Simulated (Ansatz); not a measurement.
`[NH2][Zr]([F])([Cl])[Cl]` + HCl → `[F][Zr]([Cl])([Cl])[Cl]` + NH₃  (ligand exchange at a Zr–N bond)

Isolated molecules relaxed with PBE0-D4/def2-TZVP in Ansatz; ΔE leaves out vibrations. CCSD(T)/CBS adds triple-zeta CCSD(T) − MP2 to the extrapolated MP2 energy (def2 sets, frozen cores). This one scheme is used for every species. Functionals use def2-TZVPP. B3LYP here is the variant with VWN-RPA as its local correlation; programs differ in this. HSE06 is defined as in plane-wave codes. Elements past krypton have def2 core potentials. For Zr outer-core shells are correlated without core-valence functions, which leaves a few kJ/mol of doubt a bond. One conformer a species, not always the lowest.

```
             level  ΔE (kJ/mol)  difference from CCSD(T)/CBS
       LDA (SPW92)        -82.5                          4.6
            PBE-D4        -86.7                          0.4
         revPBE-D4        -85.3                          1.8
           BLYP-D4        -85.0                          2.1
         r2SCAN-D4        -91.0                         -3.9
            B97M-V        -95.6                         -8.5
          B3LYP-D4        -86.4                          0.7
        r2SCAN0-D4        -90.7                         -3.6
          HSE06-D4        -88.4                         -1.3
          BHLYP-D4        -89.3                         -2.2
      CAM-B3LYP-D4        -83.3                          3.8
           ωB97X-V        -85.0                          2.1
           ωB97M-V        -85.7                          1.4
            B2PLYP        -87.9                         -0.8
          PBE-QIDH        -89.3                         -2.2
               PBE        -87.2                         -0.1
            revPBE        -88.1                         -1.0
              BLYP        -86.2                          0.9
            r2SCAN        -91.3                         -4.2
              PBE0        -88.4                         -1.3
             B3LYP        -87.0                          0.1
           r2SCAN0        -91.0                         -3.9
             HSE06        -88.6                         -1.5
         CAM-B3LYP        -83.6                          3.5
           LC-ωPBE        -82.4                          4.7
RPA@PBE/def2-TZVPP        -81.6                          5.5
       HF/def2-SVP        -88.4                         -1.3
      MP2/def2-SVP        -81.7                          5.4
  CCSD(T)/def2-SVP        -80.6                          6.5
     HF/def2-TZVPP        -91.7                         -4.6
    MP2/def2-TZVPP        -87.4                         -0.3
SCS-MP2/def2-TZVPP        -85.1                          2.0
   CCSD/def2-TZVPP        -82.5                          4.6
CCSD(T)/def2-TZVPP        -84.1                          3.0
     HF/def2-QZVPP        -92.9                         -5.8
    MP2/def2-QZVPP        -89.6                         -2.5
SCS-MP2/def2-QZVPP        -87.2                         -0.1
      HF/CBS(def2)        -93.0                         -5.9
     MP2/CBS(def2)        -90.4                         -3.3
    CCSD/CBS(def2)        -85.5                          1.6
       CCSD(T)/CBS        -87.1                            0
```

(1) What do rigid-rotor, harmonic-oscillator terms from PBE0-D4/def2-TZVP frequencies (298.15 K, 1 bar) make of the CCSD(T)/CBS value? (Best estimate.)

Largest T1 diagnostic among the species: 0.016.

Results:

(1) The calculation gave: ΔZPE = +12.0 kJ/mol, ΔH = -76.1 kJ/mol, ΔS = -12 J/(mol·K), ΔG = -72.4 kJ/mol.

Leaving LDA and LC-ωPBE aside and taking each functional with its dispersion term where it has one, the values spread over 12.2 kJ/mol, from B97M-V to CAM-B3LYP-D4. LDA lies +4.7 kJ/mol from PBE without D4. In def2-TZVPP, CCSD(T) changes the Hartree–Fock value by +7.7 kJ/mol (the triples alone add −1.6 kJ/mol) and MP2 by +4.3 kJ/mol.
